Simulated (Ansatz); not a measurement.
Calculation: B3LYP-D3(BJ)/def2-SVP (Ansatz, a first-principles code). No frequencies were computed at this level.

Ansatz 0.2 input:
```yaml
crystal:
  periodic: [false, false, false]
  atoms:
    - { symbol: B, position_ang: [1.644117, 0.164567, -1.102987] }
    - { symbol: C, position_ang: [0.904262, -0.204886, 0.241834] }
    - { symbol: B, position_ang: [2.159235, -0.664256, 1.080699] }
    - { symbol: C, position_ang: [0.189531, 1.005056, 0.876886] }
    - { symbol: C, position_ang: [-0.978423, 1.46355, 0.006768] }
    - { symbol: C, position_ang: [-1.979124, 0.330328, -0.190221] }
    - { symbol: C, position_ang: [-1.291529, -0.881496, -0.809172] }
    - { symbol: C, position_ang: [-0.123489, -1.34021, 0.060723] }
    - { symbol: H, position_ang: [1.811066, -0.647124, -1.928324] }
    - { symbol: H, position_ang: [2.064624, 1.243174, -1.269359] }
    - { symbol: H, position_ang: [2.754735, 0.110701, 1.722257] }
    - { symbol: H, position_ang: [2.50214, -1.781857, 1.063767] }
    - { symbol: H, position_ang: [-0.192955, 0.72647, 1.863209] }
    - { symbol: H, position_ang: [0.892131, 1.827972, 1.0113] }
    - { symbol: H, position_ang: [-0.59549, 1.78046, -0.966668] }
    - { symbol: H, position_ang: [-1.474835, 2.31935, 0.471855] }
    - { symbol: H, position_ang: [-2.403065, 0.050149, 0.777767] }
    - { symbol: H, position_ang: [-2.800618, 0.662479, -0.829613] }
    - { symbol: H, position_ang: [-2.010969, -1.696401, -0.925238] }
    - { symbol: H, position_ang: [-0.915607, -0.616145, -1.800594] }
    - { symbol: H, position_ang: [-0.509065, -1.642701, 1.038782] }
    - { symbol: H, position_ang: [0.35333, -2.209179, -0.393671] }
basis:
  gaussian: { orbitals: def2-svp }
hamiltonian:
  xc: b3lyp
  dispersion: d3bj
relax:
  max_steps: 150
```

Output:

```
Functional definition: B3LYP
2105 factors; integrals over basis functions are off by at most 2.8e-4 eV
mean field evaluation 1: about -7784.3650 eV, gradient 6.8e1 eV
mean field evaluation 2: about -7770.4857 eV, gradient 1.0e2 eV
mean field evaluation 4: about -7796.5644 eV, gradient 3.3e0 eV
mean field evaluation 8: about -7796.6401 eV, gradient 5.5e-2 eV
mean field evaluation 16: about -7796.6401 eV, gradient 2.0e-5 eV
mean field -7796.64011577 eV, -286.5212395021 hartree, gradient 2.0e-5 eV, S^2 0.000000; 0 other end points of the search recorded, 0 dependent functions left out
reference -7796.64041582 eV, -286.5212505286 hartree; 30, 30 occupied and 152, 152 virtual orbitals, 2105 factors
relax step   1: F+E_penalty+E_count = -7797.66490957 eV  Δ(F+E_penalty+E_count) = +0.000e0 eV  max|allowed force component| = 9.789e-1 eV/Å  Δτ_max = 0.0000 Å  (27 SCF iters, accepted)
these checks for a lower state are left out or cut short: starts, cluster_reference, orbital_swaps, neighbouring_geometries, increment
2105 factors; integrals over basis functions are off by at most 3.1e-4 eV
mean field -7796.77026215 eV, -286.5260222934 hartree, gradient 1.6e-5 eV, S^2 0.000000; 0 other end points of the search recorded, 0 dependent functions left out
reference -7796.77056454 eV, -286.5260334058 hartree; 30, 30 occupied and 152, 152 virtual orbitals, 2105 factors
relax step   2: F+E_penalty+E_count = -7797.78478172 eV  Δ(F+E_penalty+E_count) = -1.199e-1 eV  max|allowed force component| = 3.535e-1 eV/Å  Δτ_max = 0.0676 Å  (28 SCF iters, accepted)
these checks for a lower state are left out or cut short: starts, cluster_reference, orbital_swaps, neighbouring_geometries, increment
2105 factors; integrals over basis functions are off by at most 3.3e-4 eV
mean field -7796.78463167 eV, -286.5265503636 hartree, gradient 1.5e-5 eV, S^2 0.000000; 0 other end points of the search recorded, 0 dependent functions left out
reference -7796.78493490 eV, -286.5265615068 hartree; 30, 30 occupied and 152, 152 virtual orbitals, 2105 factors
relax step   3: F+E_penalty+E_count = -7797.79562976 eV  Δ(F+E_penalty+E_count) = -1.085e-2 eV  max|allowed force component| = 2.321e-1 eV/Å  Δτ_max = 0.0461 Å  (30 SCF iters, accepted)
these checks for a lower state are left out or cut short: starts, cluster_reference, orbital_swaps, neighbouring_geometries, increment
2105 factors; integrals over basis functions are off by at most 3.3e-4 eV
mean field evaluation 32: about -7796.7870 eV, gradient 6.0e-1 eV
mean field -7796.78837547 eV, -286.5266879454 hartree, gradient 2.5e-5 eV, S^2 0.000000; 0 other end points of the search recorded, 0 dependent functions left out
reference -7796.78867869 eV, -286.5266990887 hartree; 30, 30 occupied and 152, 152 virtual orbitals, 2105 factors
relax step   4: F+E_penalty+E_count = -7797.79986679 eV  Δ(F+E_penalty+E_count) = -4.237e-3 eV  max|allowed force component| = 5.053e-2 eV/Å  Δτ_max = 0.0186 Å  (25 SCF iters, accepted)
these checks for a lower state are left out or cut short: starts, cluster_reference, orbital_swaps, neighbouring_geometries, increment
2105 factors; integrals over basis functions are off by at most 3.2e-4 eV
mean field -7796.78894707 eV, -286.5267089514 hartree, gradient 1.9e-5 eV, S^2 0.000000; 0 other end points of the search recorded, 0 dependent functions left out
reference -7796.78925030 eV, -286.5267200951 hartree; 30, 30 occupied and 152, 152 virtual orbitals, 2105 factors
relax step   5: F+E_penalty+E_count = -7797.80027600 eV  Δ(F+E_penalty+E_count) = -4.092e-4 eV  max|allowed force component| = 3.898e-2 eV/Å  Δτ_max = 0.0127 Å  (25 SCF iters, accepted)
these checks for a lower state are left out or cut short: starts, cluster_reference, orbital_swaps, neighbouring_geometries, increment
2105 factors; integrals over basis functions are off by at most 3.2e-4 eV
mean field -7796.78934430 eV, -286.5267235493 hartree, gradient 1.8e-5 eV, S^2 0.000000; 0 other end points of the search recorded, 0 dependent functions left out
reference -7796.78964752 eV, -286.5267346925 hartree; 30, 30 occupied and 152, 152 virtual orbitals, 2105 factors
relax step   6: F+E_penalty+E_count = -7797.80058033 eV  Δ(F+E_penalty+E_count) = -3.043e-4 eV  max|allowed force component| = 1.092e-2 eV/Å  Δτ_max = 0.0114 Å  (25 SCF iters, accepted)
these checks for a lower state are left out or cut short: starts, cluster_reference, orbital_swaps, neighbouring_geometries, increment
2105 factors; integrals over basis functions are off by at most 3.2e-4 eV
mean field -7796.78962301 eV, -286.5267337918 hartree, gradient 2.0e-5 eV, S^2 0.000000; 0 other end points of the search recorded, 0 dependent functions left out
reference -7796.78992620 eV, -286.5267449340 hartree; 30, 30 occupied and 152, 152 virtual orbitals, 2105 factors
relax step   7: F+E_penalty+E_count = -7797.80062047 eV  Δ(F+E_penalty+E_count) = -4.014e-5 eV  max|allowed force component| = 2.019e-2 eV/Å  Δτ_max = 0.0082 Å  (24 SCF iters, accepted)
these checks for a lower state are left out or cut short: starts, cluster_reference, orbital_swaps, neighbouring_geometries, increment
2105 factors; integrals over basis functions are off by at most 3.2e-4 eV
mean field -7796.78979084 eV, -286.5267399593 hartree, gradient 8.3e-5 eV, S^2 0.000000; 0 other end points of the search recorded, 0 dependent functions left out
reference -7796.79009405 eV, -286.5267511022 hartree; 30, 30 occupied and 152, 152 virtual orbitals, 2105 factors
relax step   8: F+E_penalty+E_count = -7797.80063895 eV  Δ(F+E_penalty+E_count) = -1.848e-5 eV  max|allowed force component| = 4.734e-3 eV/Å  Δτ_max = 0.0027 Å  (21 SCF iters, accepted)
2105 factors; integrals over basis functions are off by at most 3.2e-4 eV
mean field evaluation 64: about -7796.7238 eV, gradient 3.2e0 eV
mean field -7796.78979084 eV, -286.5267399593 hartree, gradient 8.3e-5 eV, S^2 0.000000; 1 other end points of the search recorded, 0 dependent functions left out
reference -7796.79009405 eV, -286.5267511022 hartree; 30, 30 occupied and 152, 152 virtual orbitals, 2105 factors
Total energy: -7797.80094217 eV, -286.5638990853 hartree
Atom 0 at     1.665276     0.160289    -1.099205 Å, force    -0.003382    -0.001141     0.004637 eV/Å
Atom 1 at     0.914365    -0.201142     0.227147 Å, force     0.004734     0.000581    -0.003541 eV/Å
Atom 2 at     2.119186    -0.671712     1.117541 Å, force    -0.000536     0.000414    -0.000894 eV/Å
Atom 3 at     0.216234     1.041754     0.853297 Å, force     0.000085    -0.001218    -0.001185 eV/Å
Atom 4 at    -0.996266     1.477518     0.022364 Å, force     0.000265    -0.000134     0.001021 eV/Å
Atom 5 at    -1.988054     0.328446    -0.181350 Å, force     0.001019    -0.000157     0.000047 eV/Å
Atom 6 at    -1.313243    -0.897238    -0.804117 Å, force     0.000191    -0.000601     0.000862 eV/Å
Atom 7 at    -0.104324    -1.359796     0.017494 Å, force     0.000463     0.001675    -0.000209 eV/Å
Atom 8 at     1.851218    -0.676625    -1.949718 Å, force    -0.000201    -0.000176     0.000274 eV/Å
Atom 9 at     2.111028     1.269198    -1.272402 Å, force    -0.000186    -0.000014     0.000375 eV/Å
Atom 10 at     2.722109     0.119224     1.802082 Å, force    -0.000311     0.000011     0.000243 eV/Å
Atom 11 at     2.461564    -1.829475     1.124767 Å, force    -0.000332    -0.000106     0.000227 eV/Å
Atom 12 at    -0.124123     0.801296     1.877264 Å, force     0.000003    -0.000363    -0.000533 eV/Å
Atom 13 at     0.935930     1.869295     0.948332 Å, force    -0.000972    -0.000743    -0.000336 eV/Å
Atom 14 at    -0.641531     1.831616    -0.964483 Å, force    -0.000057     0.000244    -0.000193 eV/Å
Atom 15 at    -1.497960     2.335693     0.499863 Å, force    -0.000003     0.000347    -0.000328 eV/Å
Atom 16 at    -2.414968     0.044417     0.798492 Å, force     0.000198    -0.000010    -0.000045 eV/Å
Atom 17 at    -2.834932     0.658709    -0.805496 Å, force    -0.000207    -0.000066     0.000266 eV/Å
Atom 18 at    -2.039340    -1.720263    -0.911725 Å, force    -0.000070    -0.000061    -0.000483 eV/Å
Atom 19 at    -0.972107    -0.644983    -1.826411 Å, force    -0.000094    -0.000056    -0.000290 eV/Å
Atom 20 at    -0.461195    -1.724010     0.998393 Å, force     0.000141     0.000594    -0.000200 eV/Å
Atom 21 at     0.391135    -2.212211    -0.472129 Å, force    -0.000749     0.000982     0.000282 eV/Å
Dipole moment:    -0.198888     0.011690     0.042789 e Å
```

Cost: about 90 core-seconds (a rough figure).
